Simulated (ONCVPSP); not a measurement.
**What one change does to a pseudopotential (Pb (Z = 82), ONCV)**

* Element: lead
* Generator: ONCVPSP 4.0.1
* Type: optimised norm-conserving Vanderbilt (ONCV)
* Functional: PBE
* Relativity: fully relativistic
* Frozen core: [Kr] 4d10 4f14
* Valence charge: 22
* Reference configuration: 5s2 5p6 5d10 6s2 6p1 (charge +1)
* Partial waves: 5s+6s: rc 1.25 bohr, ncon 3, nbas 6, qcut 8.3 1/bohr, 2 projectors; 5p+6p: rc 1.45 bohr, ncon 4, nbas 7, qcut 8.5 1/bohr, 2 projectors; 5d: rc 1.55 bohr, ncon 3, nbas 7, qcut 11.5 1/bohr, 1 projector
* Local potential: polynomial inside 1.00 bohr (lpopt 3, dvloc0 3 Ha)
* Core correction: polynomial model core, fcfact 0.2

Open shells are filled in proportion to 2j + 1.

Change: all radii but the core radius scaled by about 0.91 (s 1.14, p 1.32, d 1.42 bohr); local potential polynomial inside 0.92 bohr (lpopt 3, dvloc0 3 Ha).

Cutoffs: the cutoffs (Ha) at which the residual kinetic energy of the hardest occupied pseudo-wave falls to 1 and 0.1 mHa per electron; they do not see the model core or the augmentation charge, which bear on the density cutoff. Errors are all-electron minus pseudo energies relative to the spin-unpolarised reference configuration.

Problem. What does the change do?

Solution. The potential gets harder (30 Ha and 43 Ha → 33 Ha and 79 Ha); of the 4 tests that both files solve, the error grows in 0 and shrinks in 1 by more than 15 % and 0.3 meV (median size 0.4 → 0.4 meV); neither file shows a bound ghost. A smaller radius makes the pseudo-wave follow the all-electron one further in, where it bends more sharply, so more plane waves are needed.

| quantity | base | changed |
| --- | --- | --- |
| cutoff, loose | 30 Ha | 33 Ha |
| cutoff, tight | 43 Ha | 79 Ha |
| loose cutoff by channel | s 30 Ha, p 27 Ha, d 25 Ha | s 33 Ha, p 32 Ha, d 25 Ha |
| bound ghosts | none | none |
| GHOST(+) flags under 300 eV | s at 287.5 eV | s at 244.1 eV |
| error for 5s2 5p6 5d10 6s2 6p2, meV [ΔE -6.70 eV] | -0.3 | -0.4 |
| error for 5s2 5p6 5d10 6s2 6p0, meV [ΔE 13.61 eV] | +0.2 | +0.3 |
| error for 5s2 5p6 5d10 6s1 6p0, meV [ΔE 46.01 eV] | -3.1 | -1.8 |
| error for 5s2 5p6 5d9 6s2 6p2, meV [ΔE 20.38 eV] | -0.6 | -0.5 |
| rms error of d²Exc/dni dnj with the model core, mHa | 2.30 | 2.41 |
